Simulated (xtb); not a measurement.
A run for xtb: GFN1-xTB on BFH3NO (SMILES NB(O)F), a point of a torsion scan.

```
$ xtb mol.xyz --gfn 1 --sp --chrg 0 --uhf 0
7

N      1.00075296    -0.27369282    -0.17681192
B     -0.28539534     0.21244081     0.14726097
O     -1.09367316    -0.44675610     0.99680538
F     -0.80903813     1.22250545    -0.57635001
H      1.80490651     0.32911476    -0.16047392
H      1.23739178    -1.14242820     0.27988810
H     -1.99867379    -0.13572653     1.01727725
```

It printed:

```
[...]
           -------------------------------------------------
          |                Calculation Setup                |
           -------------------------------------------------



           -------------------------------------------------
          |                 G F N 1 - x T B                 |
           -------------------------------------------------

        Reference                      10.1021/acs.jctc.7b00118
      * Hamiltonian:
        H0-scaling (s, p, d)           1.850000    2.250000    2.000000
        zeta-weighting                 0.000000
      * Dispersion:
        s8                             2.400000
        a1                             0.630000
        a2                             5.000000
        s9                             0.000000
      * Repulsion:
        kExp                           1.500000
        rExp                           1.000000
      * Coulomb:
        alpha                          2.000000
        third order                    atomic
        anisotropic                    false
      * Halogen bond correction:
        rad-scale                      1.300000
        damping                        0.440000


          ...................................................
          :                      SETUP                      :
          :.................................................:
          :  # basis functions                  22          :
          :  # atomic orbitals                  22          :
          :  # shells                           14          :
          :  # electrons                        24          :
          :  # halogen bonds                     0          :
          :  max. iterations                   250          :
          :  Hamiltonian                  GFN1-xTB          :
          :  restarted?                      false          :
          :  GBSA solvation                  false          :
          :  PC potential                    false          :
          :  electronic temp.          300.0000000     K    :
          :  accuracy                    1.0000000          :
          :  -> integral cutoff          0.2500000E+02      :
          :  -> integral neglect         0.1000000E-07      :
          :  -> SCF convergence          0.1000000E-05 Eh   :
          :  -> wf. convergence          0.2000000E-04 e    :
          :  Broyden damping             0.4000000          :
          :  net charge                          0          :
          :  unpaired electrons                  0          :
          ...................................................

 iter      E             dE          RMSdq      gap      omega  full diag
   1    -16.2269144 -0.162269E+02  0.784E+00    7.81       0.0  T
   2    -16.3119278 -0.850134E-01  0.433E+00    7.09       1.0  T
   3    -16.3122939 -0.366041E-03  0.142E+00    6.91       1.0  T
   4    -16.3128450 -0.551110E-03  0.229E-01    7.14       1.0  T
   5    -16.3129551 -0.110122E-03  0.186E-01    6.94       1.0  T
   6    -16.3132031 -0.248021E-03  0.316E-02    7.04       1.2  T
   7    -16.3132102 -0.703050E-05  0.518E-03    7.03       7.3  T
   8    -16.3132104 -0.188874E-06  0.941E-04    7.03      40.2  T
   9    -16.3132104 -0.568163E-08  0.283E-04    7.03     133.8  T
  10    -16.3132104 -0.525059E-09  0.370E-06    7.03   10225.6  T
  11    -16.3132104  0.497380E-13  0.507E-06    7.03    7449.7  T

   *** convergence criteria satisfied after 11 iterations ***

         #    Occupation            Energy/Eh            Energy/eV
      -------------------------------------------------------------
         1        2.0000           -0.8209674             -22.3397
       ...           ...                  ...                  ...
         6        2.0000           -0.5668768             -15.4255
         7        2.0000           -0.5605200             -15.2525
         8        2.0000           -0.5407659             -14.7150
         9        2.0000           -0.5152128             -14.0197
        10        2.0000           -0.5125178             -13.9463
        11        2.0000           -0.4960592             -13.4985
        12        2.0000           -0.4271040             -11.6221 (HOMO)
        13                         -0.1689191              -4.5965 (LUMO)
        14                         -0.1151632              -3.1338
        15                         -0.1124769              -3.0607
        16                         -0.0530255              -1.4429
        17                          0.1392411               3.7889
       ...                                ...                  ...
        22                          0.6676250              18.1670
      -------------------------------------------------------------
                  HL-Gap            0.2581849 Eh            7.0256 eV
             Fermi-level           -0.2980116 Eh           -8.1093 eV

 SCC (total)                   0 d,  0 h,  0 min,  0.004 sec
 SCC setup                      ...        0 min,  0.000 sec (  2.312%)
 Dispersion                     ...        0 min,  0.000 sec (  1.046%)
 classical contributions        ...        0 min,  0.000 sec (  0.437%)
 integral evaluation            ...        0 min,  0.001 sec ( 23.327%)
 iterations                     ...        0 min,  0.001 sec ( 31.305%)
 molecular gradient             ...        0 min,  0.001 sec ( 38.366%)
 printout                       ...        0 min,  0.000 sec (  2.911%)

         :::::::::::::::::::::::::::::::::::::::::::::::::::::
         ::                     SUMMARY                     ::
         :::::::::::::::::::::::::::::::::::::::::::::::::::::
         :: total energy             -16.197496732813 Eh    ::
         :: gradient norm              0.024600131831 Eh/a0 ::
         :: HOMO-LUMO gap              7.025569268096 eV    ::
         ::.................................................::
         :: SCC energy               -16.313210357205 Eh    ::
         :: -> electrostatic           0.079204396519 Eh    ::
         :: repulsion energy           0.116978571302 Eh    ::
         :: dispersion energy         -0.001264946910 Eh    ::
         :: halogen bond corr.         0.000000000000 Eh    ::
         :: add. restraining           0.000000000000 Eh    ::
         :: total charge               0.000000000000 e     ::
         :::::::::::::::::::::::::::::::::::::::::::::::::::::

           -------------------------------------------------
          |                Property Printout                |
           -------------------------------------------------

    * Orbital Energies and Occupations

         #    Occupation            Energy/Eh            Energy/eV
      -------------------------------------------------------------
         1        2.0000           -0.8209674             -22.3397
         2        2.0000           -0.7840838             -21.3360
         3        2.0000           -0.7539400             -20.5158
         4        2.0000           -0.6446549             -17.5420
         5        2.0000           -0.5875700             -15.9886
         6        2.0000           -0.5668768             -15.4255
         7        2.0000           -0.5605200             -15.2525
         8        2.0000           -0.5407659             -14.7150
         9        2.0000           -0.5152128             -14.0197
        10        2.0000           -0.5125178             -13.9463
        11        2.0000           -0.4960592             -13.4985
        12        2.0000           -0.4271040             -11.6221 (HOMO)
        13                         -0.1689191              -4.5965 (LUMO)
        14                         -0.1151632              -3.1338
        15                         -0.1124769              -3.0607
Note: The following floating-point exceptions are signalling: IEEE_DENORMAL
normal termination of xtb
        16                         -0.0530255              -1.4429
        17                          0.1392411               3.7889
        18                          0.2433722               6.6225
        19                          0.3375053               9.1840
        20                          0.4518163              12.2945
        21                          0.5533490              15.0574
        22                          0.6676250              18.1670
      -------------------------------------------------------------
                  HL-Gap            0.2581849 Eh            7.0256 eV
             Fermi-level           -0.2980116 Eh           -8.1093 eV

  Mulliken/CM5 charges         n(s)   n(p)   n(d)
     1N    -0.51576 -0.89760   1.436  4.080  0.000
     2B     0.64658  0.53264   0.768  1.585  0.000
     3O    -0.56873 -0.70788   1.673  4.896  0.000
     4F    -0.34693 -0.29489   1.807  5.540  0.000
     5H     0.21356  0.41083   0.786  0.000  0.000
     6H     0.20971  0.40930   0.790  0.000  0.000
     7H     0.36158  0.54760   0.638  0.000  0.000

Wiberg/Mayer (AO) data.
largest (>0.10) Wiberg bond orders for each atom

 ---------------------------------------------------------------------------
     #   Z sym  total        # sym  WBO       # sym  WBO       # sym  WBO
 ---------------------------------------------------------------------------
     1   7 N    3.123 --     2 B    1.165     6 H    0.940     5 H    0.928
     2   5 B    3.259 --     1 N    1.165     3 O    1.130     4 F    0.935
     3   8 O    2.083 --     2 B    1.130     7 H    0.855
     4   9 F    1.041 --     2 B    0.935
     5   1 H    0.956 --     1 N    0.928
     6   1 H    0.961 --     1 N    0.940
     7   1 H    0.880 --     3 O    0.855
 ---------------------------------------------------------------------------

Topologies differ in total number of bonds
Writing topology from bond orders to xtbtopo.mol

 dipole moment from electron density (au)
     X       Y       Z
   0.1851  -0.0750   0.5974  total (Debye):    1.601


           -------------------------------------------------
          | TOTAL ENERGY              -16.197496732813 Eh   |
          | GRADIENT NORM               0.024600131831 Eh/α |
          | HOMO-LUMO GAP               7.025569268096 eV   |
           -------------------------------------------------

------------------------------------------------------------------------
------------------------------------------------------------------------
 total:
 SCF:
```

The run finished.

Cost: about 0.020 core-seconds (a rough figure).
